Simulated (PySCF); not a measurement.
## Dipole response of Ca (calcium, neutral)

[Ar] 4s2, closed-shell 1S. Calculation: PySCF 2.14, in aug-cc-pVDZ-X2C; scalar relativity by spin-free X2C-1e. Coupled (time-dependent) response in atomic units; α is the mean over directions. A double-zeta set is small for polarisabilities.

```csv
method,mean α (bohr³),C₆ (like pair),S(−4)
UHF,182.4,2707,16340
PBE,155.9,2138,12050
PBE0,161.3,2255,12810
M06-L,131.4,1729,7914
B3LYP,150.2,2028,11160
```

S(−4) is the Cauchy moment in α(ω) = α(0) + S(−4) ω² + …

Reference α: 160.8 ± 4 bohr³ (recommended; Schwerdtfeger and Nagle, table of static dipole polarizabilities (2023 update)). Published C₆: 2163 (Chu and Dalgarno (2004); Tang, Norbeck and Certain (1976)).

Hartree-Fock lies above the reference because it lacks correlation, which contracts the outer shell.

α(iu) at PBE0:

| u (hartree) | α(iu) (bohr³) |
| --- | --- |
| 0 | 161.3 |
| 0.0500 | 134.8 |
| 0.100 | 90.75 |
| 0.200 | 40.68 |
| 0.300 | 22.25 |
| 0.500 | 10.21 |
| 0.750 | 5.708 |
| 1.00 | 3.836 |
| 1.50 | 2.147 |
| 2.00 | 1.371 |
| 3.00 | 0.6867 |
| 5.00 | 0.2677 |

A single London oscillator, α(iu) = α/(1 + u²/ω²), gives C₆ = (3/4) ω α². Matching the computed C₆ needs ω = 4 × 2255 / (3 × 161.3²) = 0.116 hartree.
